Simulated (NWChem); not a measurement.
System: CH4BFO; SMILES B(OC)F

Here is an NWChem input.

```
start job
memory heap 200 mb stack 900 mb global 1100 mb
geometry units angstroms noautoz
  B     -0.647278    -0.746909     0.000000
  H     -1.701889    -1.345232     0.000000
  F      0.509087    -1.431184     0.000000
  O     -0.661220     0.603071     0.000000
  C      0.523974     1.393838     0.000000
  H      1.442257     0.772209     0.000000
  H      0.522877     2.043217    -0.898876
  H      0.522877     2.043217     0.898876
end
basis spherical
  * library 6-31g*
end
dft
  xc mn15-l
  iterations 150
  mulliken
end
task dft energy
```

Parts of the log:

```
             Northwest Computational Chemistry Package (NWChem) 7.3.0
             --------------------------------------------------------

 CS  symmetry detected

                             Geometry "geometry" -> ""
                             -------------------------

 Output coordinates in angstroms (scale by  1.889725989 to convert to a.u.)

  No.       Tag          Charge          X              Y              Z
 ---- ---------------- ---------- -------------- -------------- --------------
    1 B                    5.0000    -0.65483299    -0.74260757     0.00000000
    2 H                    1.0000    -1.71580261    -1.32958136     0.00000000
    3 F                    9.0000     0.49412397    -1.43924966     0.00000000
    4 O                    8.0000    -0.65429044     0.60744431     0.00000000
    5 C                    6.0000     0.53931937     1.38545002     0.00000000
    6 H                    1.0000     1.45088015     0.75400467     0.00000000
    7 H                    1.0000     0.54518953     2.03480342    -0.89887600
    8 H                    1.0000     0.54518953     2.03480342     0.89887600

 Effective nuclear repulsion energy (a.u.)     114.5411134756

      Symmetry information
      --------------------

 Group name             Cs
 Group number              2
 Group order               2
 No. of unique centers     7

                                 NWChem DFT Module
                                 -----------------

 Summary of "ao basis" -> "ao basis" (spherical)
 ------------------------------------------------------------------------------
       Tag                 Description            Shells   Functions and Types
 ---------------- ------------------------------  ------  ---------------------
 B                           6-31g*                  6       14   3s2p1d
 H                           6-31g*                  2        2   2s
 F                           6-31g*                  6       14   3s2p1d
 O                           6-31g*                  6       14   3s2p1d
 C                           6-31g*                  6       14   3s2p1d

      Symmetry analysis of basis
      --------------------------

        a'         46
        a"         18

            General Information
            -------------------
          SCF calculation type: DFT
          Wavefunction type:  closed shell.
          No. of atoms     :     8
          No. of electrons :    32
           Alpha electrons :    16
            Beta electrons :    16
          Charge           :     0
          Spin multiplicity:     1
          Use of symmetry is: on ; symmetry adaption is: on
          Maximum number of iterations: 150
          AO basis - number of functions:    64
                     number of shells:    32
          Convergence on energy requested:  1.00D-06
          Convergence on density requested:  1.00D-05
          Convergence on gradient requested:  5.00D-04

              XC Information
              --------------
                       MN15-L Method XC Functional
                        MN15-L Exchange Functional  1.000
                      MN15-L Correlation Potential  1.000

             Grid Information
             ----------------
          Grid used for XC integration:  medium
          Radial quadrature: Mura-Knowles
          Angular quadrature: Lebedev.
          Tag              B.-S. Rad. Rad. Pts. Rad. Cut. Ang. Pts.
          ---              ---------- --------- --------- ---------
          B                   0.85       49           9.0       434
          H                   0.35       45          10.0       434
          F                   0.50       49          10.0       434
          O                   0.60       49           7.0       434
          C                   0.70       49          10.0       434
          Grid pruning is: on
          Number of quadrature shells:   331
          Spatial weights used:  Erf1

      Superposition of Atomic Density Guess
      -------------------------------------

 Sum of atomic energies:        -238.30595705

      Non-variational initial energy
      ------------------------------

 Total energy =    -239.830810
 1-e energy   =    -554.420474
 2-e energy   =     200.048551
 HOMO         =      -0.390641
 LUMO         =       0.092403

      Symmetry analysis of molecular orbitals - initial
      -------------------------------------------------

  Numbering of irreducible representations:

     1 a'          2 a"

  Orbital symmetries:

     1 a'          2 a'          3 a'          4 a'          5 a'
     6 a'          7 a'          8 a'          9 a'         10 a'
    11 a"         12 a"         13 a'         14 a'         15 a'
    16 a"         17 a"         18 a'         19 a'         20 a'
    21 a"         22 a'         23 a'         24 a'         25 a"
    26 a'

     ---------------------------------------------
      Total Density - Mulliken Population Analysis
     ---------------------------------------------

    Atom       Charge   Shell Charges
 -----------   ------   -------------------------------------------------------
    1 B    5     4.17   2.00  0.54  0.95  0.38  0.18  0.12
    2 H    1     1.04   0.48  0.56
    3 F    9     9.49   2.00  0.95  3.45  0.98  2.10  0.01
    4 O    8     8.66   2.00  0.93  3.07  0.85  1.80  0.02
    5 C    6     6.22   2.00  0.69  1.81  0.64  1.02  0.05
    6 H    1     0.81   0.47  0.33
    7 H    1     0.81   0.48  0.33
    8 H    1     0.81   0.48  0.33

   convergence    iter        energy       DeltaE   RMS-Dens  Diis-err
 ---------------- ----- ----------------- --------- --------- ---------
 d= 0,ls=0.0,diis     1   -240.2188098139 -3.55D+02  1.47D-02  8.63D-01
 d= 0,ls=0.0,diis     2   -240.1899945497  2.88D-02  8.86D-03  1.12D+00
 d= 0,ls=0.0,diis     3   -240.2891728988 -9.92D-02  1.48D-03  3.52D-02
 d= 0,ls=0.0,diis     4   -240.2919884258 -2.82D-03  5.71D-04  3.31D-03
 d= 0,ls=0.0,diis     5   -240.2922963915 -3.08D-04  1.43D-04  3.07D-04
  Resetting Diis
 d= 0,ls=0.0,diis     6   -240.2923250080 -2.86D-05  3.09D-05  6.49D-06
 d= 0,ls=0.0,diis     7   -240.2923257130 -7.05D-07  1.38D-05  5.47D-07
 d= 0,ls=0.0,diis     8   -240.2923256914  2.16D-08  7.39D-06  7.31D-07

         Total DFT energy =     -240.292325691377
      One electron energy =     -556.379091706509
           Coulomb energy =      231.340071566927
    Exchange-Corr. energy =      -29.794419027416
 Nuclear repulsion energy =      114.541113475621

 Numeric. integr. density =       32.000004181632

                  Occupations of the irreducible representations
                  ----------------------------------------------

                     irrep           alpha         beta
                     --------     --------     --------
                     a'               13.0         13.0
                     a"                3.0          3.0

                       DFT Final Molecular Orbital Analysis
                       ------------------------------------

 Vector   14  Occ=2.000000D+00  E=-3.289704D-01  Symmetry=a'
              MO Center= -7.0D-01, -1.0D+00,  2.2D-14, r^2= 2.2D+00
   Bfn.  Coefficient  Atom+Function         Bfn.  Coefficient  Atom+Function
  ----- ------------  ---------------      ----- ------------  ---------------
    16      0.332373  2 H  s                 20      0.282950  3 F  py
    19      0.269712  3 F  px                15      0.255836  2 H  s
     3     -0.218164  1 B  px                24      0.208211  3 F  py
    34      0.206474  4 O  py                23      0.196468  3 F  px
     4     -0.162103  1 B  py                38      0.135338  4 O  py

 Vector   15  Occ=2.000000D+00  E=-3.106784D-01  Symmetry=a'
              MO Center= -2.0D-01,  6.1D-01, -2.1D-15, r^2= 2.1D+00
   Bfn.  Coefficient  Atom+Function         Bfn.  Coefficient  Atom+Function
  ----- ------------  ---------------      ----- ------------  ---------------
    33      0.406547  4 O  px                37      0.298867  4 O  px
    34     -0.252561  4 O  py                47     -0.225228  5 C  px
    60     -0.210070  6 H  s                 36     -0.196398  4 O  s
    59     -0.193592  6 H  s                 38     -0.187982  4 O  py
    16      0.125973  2 H  s                 19      0.119630  3 F  px

 Vector   16  Occ=2.000000D+00  E=-2.956682D-01  Symmetry=a"
              MO Center= -2.1D-01,  7.8D-01,  8.0D-15, r^2= 2.0D+00
   Bfn.  Coefficient  Atom+Function         Bfn.  Coefficient  Atom+Function
  ----- ------------  ---------------      ----- ------------  ---------------
    35      0.499353  4 O  pz                39      0.395527  4 O  pz
    49     -0.224017  5 C  pz                21     -0.168556  3 F  pz
    62      0.168619  7 H  s                 64     -0.168619  8 H  s
    61      0.160579  7 H  s                 63     -0.160579  8 H  s
    25     -0.135859  3 F  pz                 5      0.135158  1 B  pz

 Vector   17  Occ=0.000000D+00  E= 2.277039D-02  Symmetry=a"
              MO Center= -6.3D-01, -6.6D-01, -8.2D-16, r^2= 2.1D+00
   Bfn.  Coefficient  Atom+Function         Bfn.  Coefficient  Atom+Function
  ----- ------------  ---------------      ----- ------------  ---------------
     9      0.681979  1 B  pz                 5      0.496586  1 B  pz
    39     -0.311728  4 O  pz                35     -0.271302  4 O  pz
    25     -0.247411  3 F  pz                21     -0.234148  3 F  pz
    62     -0.157387  7 H  s                 64      0.157387  8 H  s
    53     -0.100447  5 C  pz                61     -0.036237  7 H  s

 Vector   18  Occ=0.000000D+00  E= 1.024652D-01  Symmetry=a'
              MO Center=  5.0D-01,  1.2D+00, -3.1D-14, r^2= 4.0D+00
   Bfn.  Coefficient  Atom+Function         Bfn.  Coefficient  Atom+Function
  ----- ------------  ---------------      ----- ------------  ---------------
    50      1.607765  5 C  s                 62     -0.946318  7 H  s
    64     -0.946318  8 H  s                  6     -0.808111  1 B  s
    60     -0.812047  6 H  s                 51      0.600086  5 C  px
    36      0.542497  4 O  s                 52      0.475477  5 C  py
    16      0.339355  2 H  s                 22      0.265594  3 F  s

 Vector   19  Occ=0.000000D+00  E= 1.211955D-01  Symmetry=a'
              MO Center=  1.9D-01,  9.0D-01,  1.0D-14, r^2= 3.9D+00
   Bfn.  Coefficient  Atom+Function         Bfn.  Coefficient  Atom+Function
  ----- ------------  ---------------      ----- ------------  ---------------
    50      1.605821  5 C  s                 36     -1.155283  4 O  s
     6      0.606860  1 B  s                 16     -0.587252  2 H  s
    60     -0.583056  6 H  s                 51     -0.516305  5 C  px
    52     -0.450019  5 C  py                62     -0.447728  7 H  s
    64     -0.447728  8 H  s                 37     -0.419131  4 O  px

     ---------------------------------------------
      Total Density - Mulliken Population Analysis
     ---------------------------------------------

    Atom       Charge   Shell Charges
 -----------   ------   -------------------------------------------------------
    1 B    5     4.35   2.00  0.50  1.26  0.23  0.22  0.14
    2 H    1     1.09   0.52  0.57
    3 F    9     9.36   2.00  0.93  3.27  1.03  2.12  0.01
    4 O    8     8.52   2.00  0.90  2.87  0.94  1.79  0.02
    5 C    6     6.24   2.00  0.67  1.94  0.63  0.95  0.06
    6 H    1     0.82   0.52  0.30
    7 H    1     0.82   0.52  0.29
    8 H    1     0.82   0.52  0.29

     -------------------------------------------
      Total Density - Lowdin Population Analysis
     -------------------------------------------

    Atom       Charge   Shell Charges
 -----------   ------   -------------------------------------------------------
    1 B    5     5.01   1.98  0.42  1.18  0.36  0.72  0.36
    2 H    1     1.01   0.49  0.51
    3 F    9     9.06   1.99  0.91  3.14  0.79  2.20  0.02
    4 O    8     8.12   1.99  0.82  2.72  0.62  1.92  0.05
    5 C    6     6.18   1.99  0.55  1.76  0.45  1.31  0.12
    6 H    1     0.87   0.50  0.38
    7 H    1     0.87   0.50  0.37
    8 H    1     0.87   0.50  0.37

     Multipole analysis of the density
     ---------------------------------

     L   x y z        total         alpha         beta         nuclear
     -   - - -        -----         -----         ----         -------
     0   0 0 0     -0.000000    -16.000000    -16.000000     32.000000

     1   1 0 0      0.369535      0.184768      0.184768     -0.000000
     1   0 1 0      0.479994      0.239997      0.239997     -0.000000
     1   0 0 1     -0.000000     -0.000000     -0.000000      0.000000

     2   2 0 0    -18.597398    -36.358283    -36.358283     54.119168
     2   1 1 0      1.692458     -4.382750     -4.382750     10.457957
     2   1 0 1     -0.000000     -0.000000     -0.000000      0.000000
     2   0 2 0    -17.619986    -91.812571    -91.812571    166.005157
     2   0 1 1     -0.000000     -0.000000     -0.000000      0.000000
     2   0 0 2    -16.682798    -11.226741    -11.226741      5.770683
```

Level: MN15-L/6-31G* (spherical d). Structure relaxed at the PBE-D3(BJ)/def2-SVP level.
